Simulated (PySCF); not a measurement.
C2H7BiO2, SMILES C[CH2][Bi]([OH])[OH].

Coordinates come from a B3LYP-D3(BJ)/def2-SVP optimisation. The structure was generated by enumeration; whether it is a known compound was not checked. The def2 effective core potentials stand for the cores of Bi; spin–orbit coupling is left out. Other conformers were not sampled.

Two levels are set side by side: TDA-PBE/def2-SVPD (PySCF) and TDA-M06-2X/def2-SVPD (PySCF). Vertical, same geometry. The lowest singlet is HOMO→LUMO 96 % with PBE and HOMO→LUMO+1 58 %, HOMO→LUMO 39 % with the other functional; states are paired by order. Differences are taken from unrounded values.

| quantity | TDA-M06-2X |
|---|---|
| lowest singlet excitation (eV) | 5.17 |
| lowest triplet excitation (TDA) (eV) | 4.55 |
| first bright state (f over 0.05) (eV) | 6.82 |
| its oscillator strength | 0.08 |

Problem. What does TDA-PBE give, and how far is it from TDA-M06-2X? (Estimate from the structure and the level; the computed values follow.)

Solution. 
| quantity | TDA-PBE | TDA-PBE minus TDA-M06-2X |
|---|---|---|
| lowest singlet excitation (eV) | 4.43 | -0.74 |
| lowest triplet excitation (TDA) (eV) | 4.09 | -0.45 |
| first bright state (f over 0.05) (eV) | 5.99 | -0.83 |
| its oscillator strength | 0.06 | -0.02 |

A lower first singlet is the usual sign of a functional without exact exchange. Differences between two approximate levels are no errors against the true value.

Rough cost on one machine, each run with all the roots and properties that it gave: TDA-M06-2X against TDA-PBE about 7 times.
